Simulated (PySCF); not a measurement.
A structure optimised at PBE-D3(BJ)/def2-SVP, used in a PySCF frequency run:

```
Si
H 1 1.5062
C 1 1.9137 2 109.52
H 3 1.1107 1 108.61 2 -49.14
H 3 1.1126 4 107.30 1 117.41
Si 3 1.8796 4 110.06 5 116.46
H 6 1.5020 3 112.17 4 -44.82
H 6 1.5020 7 109.72 3 122.49
Cl 6 2.0899 7 107.71 8 116.93
Si 1 2.3538 2 109.10 3 -119.67
H 10 1.5059 1 111.02 2 -59.43
H 10 1.5074 11 108.71 1 -122.49
H 10 1.5076 11 108.45 12 -117.33
Si 1 2.3566 2 108.77 3 121.79
H 14 1.5051 1 111.28 2 -55.91
H 14 1.5059 15 109.04 8 179.30
H 14 1.5072 15 108.70 16 -117.99
```

### Question
Write its SMILES and formula.

### Answer
[SiH3][SiH]([SiH3])C[SiH2]Cl, CH11ClSi4

### Question
What are its rotational constants (standard atomic weights)?

### Answer
1.7065, 0.60568, 0.52498 GHz
